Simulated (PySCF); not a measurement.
**Dipole moment and polarisability of BMe2F**

Species: BMe2F, C2H6BF.
Geometry (PBE0-D3(BJ)/def2-SVP, Å), atoms numbered from 1 in this order:
```
atom  x, y, z in Å
B1    -0.2856   -0.4772   -0.0156
C2     1.2785   -0.5710   -0.0097
H3     1.5972   -0.6083    1.0493
H4     1.7662    0.3121   -0.4480
H5     1.6580   -1.4851   -0.4892
C6    -1.1010    0.8605    0.0185
H7    -1.3198    1.1340   -1.0310
H8    -0.5432    1.7028    0.4526
H9    -2.0718    0.7537    0.5247
F10   -0.9787   -1.6215   -0.0515
```

Level: B3LYP/def2-SVPD (PySCF), static field, nuclei fixed, core orbitals frozen in the response. The polarisability tensor in these axes (au):

```
x   44.66 -2.55  0.46
y   -2.55 41.89 -0.12
z    0.46 -0.12 35.62
```

Q: What are the eigenvalues, a third of the trace, and Δα (Δα² = ½Σ(αi − αj)² over the three pairs)?

A: Principal values 35.60, 40.38 and 46.20 au; mean 40.73 au = 6.04 Å³ = 6.72 × 10⁻⁴⁰ C²·m²/J; Δα = 9.20 au (23 % of the mean).

Q: What is the dipole moment, and where does it point?

A: (0.72, 1.19, 0.04) D, 1.39 D in size, pointing from the negative to the positive side. Measured along this direction, the outermost atoms are F10 at the negative end and H8 and H4 at the positive end.

Q: Rayleigh depolarisation ratio (linearly polarised light, static tensor)?

A: ρ = 3Δα²/(45ᾱ² + 4Δα²) = 253.8/(74644 + 338.4) = 0.00338.

Q: Form Σ f/ω² (atomic units) for the 10 lowest TDDFT singlets, given as eV and f, and set it beside the mean polarisability, which is this sum over all singlets: 6.72, 0.0003; 7.71, 0.0551; 8.92, 0.0025; 9.03, 0.0017; 9.05, 0.0161; 9.30, 0.0113; 9.56, 0.1350; 9.63, 0.0181; 9.69, 0.0581; 9.89, 0.0527.

A: They add up to 3.07 au, 7.5 % of the 40.73 au; the largest single term is 1.09 au, from the state at 9.56 eV. Terms in order: 0.00, 0.69, 0.02, 0.02, 0.15, 0.10, 1.09, 0.14, 0.46, 0.40 au. Higher excitations give the rest. The strengths listed sum to 0.351.

Q: Refractivity n − 1 of an ideal gas of it at 350 K and 1 atm, from the electronic α?

A: N = p/kT = 2.0968 × 10¹⁹ cm⁻³, so n − 1 = 2π × N × 6.04 × 10⁻²⁴ cm³ = 795 × 10⁻⁶ at long wavelengths.

Geometry: PBE0-D3(BJ)/def2-SVP; no solvent, vibrations or thermal averaging.

These values come from a run that also computed excited states. The run took 8.7 s on an Arm Neoverse V2 with one thread, no GPU, shared host.
